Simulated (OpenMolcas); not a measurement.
Multiplet structure of Br⁺

```yaml
Program: OpenMolcas
Method: "SS-CASPT2, IPEA 0.25 Eh, imaginary shift 0.1 Eh (closed shells correlated: 3d 4s)"
Basis: ANO-RCC-VTZP [6s5p3d1f]
Scalar_Hamiltonian: DKH2, point nucleus
Active_space: 4 electrons in 3 orbitals (4p)
State_averaging: 2S+1 = 3 even, 3 roots; 2S+1 = 1 even, 6 roots
Spin-orbit_coupling: RASSI with atomic mean-field integrals over the reference wave functions, term energies averaged over their components
```

With spin-orbit coupling, above the lowest level:

```tsv
Configuration	Term	J	E (cm-1)	Measured (cm-1)	g	Term weight %	Second
4s2 4p4	3P	2	0.0	0.0	1.490	98	2 1D
4s2 4p4	3P	1	2880	3136	1.501	100	
4s2 4p4	3P	0	3640	3837		98	2 1S
4s2 4p4	1D	2	12490	12089	1.011	98	2 3P
4s2 4p4	1S	0	29130	27867		98	2 3P
```

Against the 4 measured excited levels shown (NIST Handbook of Basic Atomic Spectroscopic Data) the mean absolute deviation is 530 cm-1; the largest miss in energy is 4s2 4p4 1S0: computed 29130, measured 27867 cm-1 (+4.5 %), and the largest in proportion 4s2 4p4 3P1 (-8.3 %).

Spin-orbit coupling puts the lowest level 1577 cm-1 below the lowest spin-free term.

For 3P the intervals divided by the larger J are -760.5, -1438.8 cm-1. Landé's interval rule makes them equal in pure LS coupling; they differ by 62 % of their mean. The multiplet is inverted.

Term energies are means over components that CASPT2 splits; among the terms shown or strongly mixed into the levels shown the widest spread is 160 cm-1 (4s2 4p4 1D). With the s shell closed, the reference lacks s² → p² mixing. Computed and measured levels are paired by configuration, term and J; levels that our copy of the source lacks, or whose pairing is in doubt (as where it misses far off the trend of its configuration), stay unpaired and out of the deviations. Only configurations of the active space appear.

The term weight is that of the spin-free term in the level, not the purity of its configuration.
